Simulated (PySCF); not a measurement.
Input file for PySCF: D3(BJ) and D4 dispersion corrections on AlH5N2O (SMILES [NH2][Al]([NH2])[OH]), a point of a torsion scan.

```python
from pyscf import gto
from pyscf.dispersion import dftd3, dftd4

mol = gto.M(
    atom='''
    N     1.27907523   -1.24550854   -0.06354215
    Al   -0.04725618   -0.22562002   -0.70697461
    N     0.20893575    0.64080531   -2.24119396
    O    -1.46724597   -0.06134769    0.11199486
    H     2.18859147   -0.85913310    0.14156639
    H     1.07388010   -1.93393247    0.65035336
    H     1.02238905    0.52704686   -2.82419110
    H    -0.46106835    1.23601047   -2.70404040
    H    -2.32648126    0.10621705    0.46674313
    ''',
    basis='def2-svp',
    charge=0, spin=0, verbose=0, max_memory=1800)
d3, d4 = {}, {}
for xc in ['hf', 'pbe', 'blyp', 'revpbe', 'tpss', 'r2scan', 'b3lyp', 'pbe0', 'bhlyp', 'camb3lyp', 'b2plyp']:
    d3[xc] = float(dftd3.DFTD3Dispersion(mol, xc=xc, version='d3bj', atm=False).get_dispersion()['energy'])
    print(f'D3(BJ) {xc:10s} {d3[xc]:14.8f} Eh')
for xc in ['hf', 'pbe', 'blyp', 'revpbe', 'tpss', 'r2scan', 'b3lyp', 'pbe0', 'bhlyp', 'camb3lyp', 'b2plyp']:
    d4[xc] = float(dftd4.DFTD4Dispersion(mol, xc={'camb3lyp': 'cam-b3lyp'}.get(xc, xc), atm=True).get_dispersion()['energy'])
    print(f'D4     {xc:10s} {d4[xc]:14.8f} Eh')
```

Program output:

```
D3(BJ) hf            -0.04158632 Eh
D3(BJ) pbe           -0.00488940 Eh
D3(BJ) blyp          -0.01059757 Eh
D3(BJ) revpbe        -0.01206973 Eh
D3(BJ) tpss          -0.00620776 Eh
D3(BJ) r2scan        -0.00138619 Eh
D3(BJ) b3lyp         -0.00873471 Eh
D3(BJ) pbe0          -0.00430036 Eh
D3(BJ) bhlyp         -0.00710486 Eh
D3(BJ) camb3lyp      -0.00399530 Eh
D3(BJ) b2plyp        -0.00419309 Eh
D4     hf            -0.01777843 Eh
D4     pbe           -0.00514246 Eh
D4     blyp          -0.01122751 Eh
D4     revpbe        -0.01520665 Eh
D4     tpss          -0.00691708 Eh
D4     r2scan        -0.00126202 Eh
D4     b3lyp         -0.00827471 Eh
D4     pbe0          -0.00434153 Eh
D4     bhlyp         -0.00637108 Eh
D4     camb3lyp      -0.00440108 Eh
D4     b2plyp        -0.00357850 Eh
```

The run finished.

Cost: about 0.020 core-seconds (a rough figure).
